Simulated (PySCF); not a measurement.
Cl$_{4}$Se, charge -1, doublet, at a GFN2-xTB geometry (a state made from the parent by changing its charge; the spin is typed, not shown lowest) (in this run its highest filled SCF level lies above zero, so its values depend strongly on the basis, on diffuse functions most of all). Base run: B3LYP/STO-3G (PySCF).

Here is a job for PySCF.
```python
from pyscf import gto, scf, dft

mol = gto.M(
    atom='''
Se    0.027561   -0.034455    0.547568
Cl    0.925975   -1.150438   -1.022558
Cl    1.878870    1.387565    0.606973
Cl   -1.102224    1.370333   -1.285446
Cl   -1.757745   -1.538548    0.605896
''',
    basis='sto-3g',
    charge=-1,
    spin=1,
    verbose=4,
)

mf = dft.UKS(mol)
mf.xc = 'b3lyp'
mf.kernel()
```

Each row names what was changed in the base input (with any setting that the change needs).

```tsv
change	ΔE vs base (µEh)	SCF cycles	<S^2>	outcome
base	0.0	10	0.753	converged
init_guess = atom	0.0	12	0.753	converged
conv_tol = 1e-11	0.0	11	0.753	converged
conv_tol = 1e-7	0.0	9	0.753	converged
init_guess = sap	0.0	10	0.753	converged
level_shift = 0.3 (with mf.max_cycle = 100)	0.0	21	0.753	converged
diis = off (with mf.max_cycle = 100)	-	100	-	not converged
level_shift = 1.0 (with mf.max_cycle = 100)	0.0	56	0.753	converged
init_guess = mod_huckel	0.0	12	0.753	converged
diis_space = 12	0.0	10	0.753	converged
diis = off; damp = 0.6 (with mf.diis_start_cycle = 200; with mf.max_cycle = 150)	0.0	23	0.753	converged
level_shift = 0.1 (with mf.max_cycle = 100)	0.0	13	0.753	converged
diis_space = 4	0.0	10	0.753	converged
```

Open shells are given as the SCF converged; they aren't shown to be the lowest states, and a large step between rows can be another state.
